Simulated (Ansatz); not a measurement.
Isolated molecules relaxed with PBE0-D4/def2-TZVP in Ansatz; ΔE leaves out vibrations. CCSD(T)/CBS is the MP2 limit (def2-TZVPP, def2-QZVPP) plus CCSD(T) − MP2 in def2-TZVPP, frozen cores. This one scheme is used for every species. Functionals use def2-TZVPP. One conformer a species, not always the lowest.

`[CH3][Al]([OH])[SH]` + `O[SiH3]` → `[OH][Al]([SH])[O][SiH3]` + CH₄  (ligand exchange at the Al–C bond)

Problem. Is it downhill or uphill in electronic energy at CCSD(T)/CBS, and by how much? (Best estimate.)

Solution. Computed: Downhill: ΔE = -38.1 kcal/mol.

Problem. What do these levels give: revPBE-D4, B2PLYP, r2SCANh, MP2/def2-SVP, SCS-MP2/def2-TZVPP, CCSD/def2-TZVPP? (Best estimate.)

Solution. Ansatz gave: revPBE-D4 -34.7, B2PLYP -38.9, r2SCANh -38.1, MP2/def2-SVP -41.1, SCS-MP2/def2-TZVPP -39.7, CCSD/def2-TZVPP -39.1 kcal/mol.

Largest T1 diagnostic among the species: 0.012.

From PBE to PBE0 (25 % exact exchange), in def2-TZVPP and without D4, ΔE moves by −1.5 kcal/mol. At CCSD(T), def2-SVP lies −2.6 kcal/mol from the extrapolated value and def2-TZVPP −0.4 kcal/mol.
